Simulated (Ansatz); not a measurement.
The cluster PdCl2. Total charge 0; singlet. Geometry r2SCAN-D4/def2-TZVP; atoms count from 1.

```xyz
3

Pd   -1.797    0.872   -0.459
Cl    1.844   -0.898   -0.089
Cl   -0.047    0.026    0.548
```

In the def2 sets Pd takes a core potential; there is no spin–orbit coupling. The restricted singlet is unstable towards broken spin symmetry in Hartree–Fock (as tested in another run); at PBE0-D4/def2-TZVP this wasn't settled. In the singlet, Cl2 and Cl3 lie 2.20 Å apart (atoms count from 1), so these atoms are partly bonded to each other. No other spin state of charge 0 was run. Another isomer (triplet) lies 1.81 eV lower at PBE0-D4/def2-TZVP; other spin states weren't run for this one.

Question: Estimate the Mulliken populations from the PBE0/def2-TZVP orbitals of Ansatz.

Answer: 
```csv
atom,charge (e),d electrons
Pd1,0.25,9.47
Cl2,-0.16,–
Cl3,-0.09,–
```
Mulliken values and Mayer orders depend strongly on the basis.

Question: And the Mayer bond orders between bonded heavy atoms (over 0.3)?

Answer: Pd1–Cl3 0.79 (2.19 Å); Cl2–Cl3 0.73 (2.20 Å). Values over 0.3 also appear between atoms too far apart for a bond (Pd1–Cl2 0.31 at 4.07 Å); they arise where an orbital or an unpaired electron spreads over both atoms.
